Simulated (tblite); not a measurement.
Write a Z-matrix for InChI=1S/C4H7FO2/c1-2-6-4-7-3-5/h2H,1,3-4H2 as optimised with GFN2-xTB.

Z-matrix in Å and degrees, rows numbered from 1:
```
C 
C   1  1.3200
O   2  1.3717  1  121.87
C   3  1.3891  2  115.84  1  -172.47
O   4  1.4121  3  112.64  2    68.29
C   5  1.3733  4  114.54  3    67.97
F   6  1.3749  5  110.71  4    73.19
H   1  1.0747  2  121.29  3     0.59
H   1  1.0728  2  120.72  3  -178.76
H   2  1.0839  1  122.89  3   179.99
H   4  1.0968  3  106.24  2  -170.04
H   4  1.0981  3  112.10  2   -49.54
H   6  1.1003  5  112.97  4   -45.84
H   6  1.0944  5  107.70  4  -169.89
```

Of the pairs four or more bonds apart, O3···H13 is among the closest relative to their van der Waals radii: 2.56 Å, 94 % of the sum of Bondi's values. The 4 C–O bonds span 1.372 Å (C2–O3, drawn single) to 1.412 Å (C4–O5, drawn single), a spread of 0.040 Å. O5 (ether oxygen) is bent (angle 114.5°). O3 (ether oxygen) is bent (angle 115.8°).

Computed geometry: GFN2-xTB, gas phase.

Point group: C1 (no symmetry element, even within 0.4 Å). Its GFN2-xTB frequencies are all real (lowest 51 cm⁻¹). The numbers are those of one conformer (C1–C2–O3–C4 -172°, C2–O3–C4–O5 68°, O3–C4–O5–C6 68°, C4–O5–C6–F7 73°). 3 starts were optimised and ended at 0.00, 1.26 and 1.28 kcal/mol (GFN2-xTB); the lowest of these is shown.

Hardware: one thread, Arm Neoverse V1 (aarch64), on a shared host. Cost: 0.8 s of wall time. That covers the optimisation of the geometry.
